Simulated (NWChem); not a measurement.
System: sulfur trioxide (SO₃); SMILES O=S(=O)=O

```xyz
4

O     -1.0192    -1.0192     0.0000
S      0.0000     0.0000     0.0000
O     -0.3731     1.3923     0.0000
O      1.3923    -0.3731     0.0000
```
Atoms are numbered in this order, from 1.

Program: NWChem. Geometry: optimised at PBE0/def2-SVP. Level: M05-2X/def2-SVP with SMD (1 M gas to 1 M solution), gas-phase geometry.

```csv
solvent,dielectric constant,solvation free energy (kcal/mol),cavity-dispersion-structure term (kcal/mol)
water,78.4,-3.9,-0.1
dimethyl sulfoxide,46.8,-6.1,-3.8
acetone,20.5,-5.0,-2.6
ethylene glycol,40.2,2.1,5.9
chloroform,4.71,-1.9,0.4
```
